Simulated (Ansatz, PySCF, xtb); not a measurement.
Dimer: HCl (SMILES Cl) (first 2 atoms) with CH4O (SMILES CO); geometry from B3LYP-D3(BJ)/def2-TZVP, rigid monomers moved along the line of their centres of mass till H2···O4 is 2.03 Å.
(charge 0, multiplicity 1):
```xyz
8

Cl     0.663    -0.265     0.251
H      0.000    -0.386     1.378
C      0.092     0.144     4.181
O     -0.837    -0.386     3.229
H      0.361     1.177     3.947
H      0.985    -0.475     4.119
H     -0.311     0.088     5.194
H     -1.642     0.143     3.240
```

Counterpoise-corrected where a basis set is named; no monomer relaxation. Rows marked so take none.

Rows in 3-21G, 6-31G* carry no dispersion term and start afresh at each structure (6-31G* with six Cartesian d functions).

Programs: Ansatz (Gaussian basis) for Hartree–Fock, density functionals and correlated methods; PySCF for 3-21G rows, 6-31G* rows, the dispersion terms; xtb for the GFN methods. Values without a source in brackets are computed.

Q: One of these levels gives -10.62 kcal/mol for the interaction energy. Which?
(A) B3LYP/6-31G* (no counterpoise)
(B) HF/3-21G (no counterpoise)
(C) PBE-D3(BJ)/def2-TZVPPD
(D) GFN2-xTB

A: B, HF/3-21G (no counterpoise). The others give -6.00 (GFN2-xTB), -6.96 (PBE-D3(BJ)/def2-TZVPPD), -8.12 (B3LYP/6-31G* (no counterpoise))

Ansatz is an electronic-structure program.
